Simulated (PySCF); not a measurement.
Computed properties of silacyclobutane (C3H8Si), SMILES C1C[SiH2]C1

C₃H₈Si, SMILES C1C[SiH2]C1. Coordinates come from a B3LYP-D3(BJ)/def2-SVP optimisation. Other conformers were not sampled. All values are computed for the isolated molecule unless a solvent is named; none is compared with measurement here.

**Structure.** The optimised structure has Cs symmetry. All 30 harmonic modes at B3LYP-D3(BJ)/def2-SVP (PySCF) are real, so it is a minimum. With heavy atoms numbered as in [CH2:1]1[CH2:2][SiH2:3][CH2:4]1, the shortest bond between them is C1–C4 at 1.563 Å and the longest C2–Si3 at 1.905 Å.

**Vibrations.** The strongest infrared lines (harmonic, unscaled, degenerate partners summed) lie at 2201 cm⁻¹ (151 km/mol, H 97 %), 2209 cm⁻¹ (138 km/mol, H 96 %), 815 cm⁻¹ (123 km/mol, H 74 %, Si 16 %, C 10 %). The softest mode is at 149 cm⁻¹ and the zero-point energy is 61.7 kcal/mol.

**Electronic structure.** CAM-B3LYP/def2-TZVP (PySCF) places the frontier levels at -9.19 and 1.28 eV, a gap of 10.47 eV, and gives a dipole moment of 0.40 D and a mean polarisability of 60.6 bohr³. PBE/def2-TZVP (PySCF) at the same geometry gives -6.61 and -0.44 eV, so its gap is 4.30 eV narrower. An orbital gap is neither the optical nor the fundamental gap.

**Excitations.** TDA-ωB97X/def2-SVPD (PySCF) has S1 at 7.35 eV (169 nm, f = 0.024, weak); the most intense of the 10 singlets computed lies at 8.74 eV (f = 0.13). T1 (TDA) is at 7.00 eV, 0.35 eV under S1. TDA-PBE/def2-SVPD (PySCF) puts S1 at 6.34 eV. No vertical singlet excitation falls in the visible range (under 3.1 eV).

**NMR.** GIAO shifts at PBE0/pcSseg-1 (PySCF) (non-relativistic, atoms alike by connectivity averaged): ¹³C from 13.8 to 27.9 ppm against TMS; ¹H from 1.5 to 5.2 ppm against TMS; ²⁹Si at -22.6 ppm against TMS.
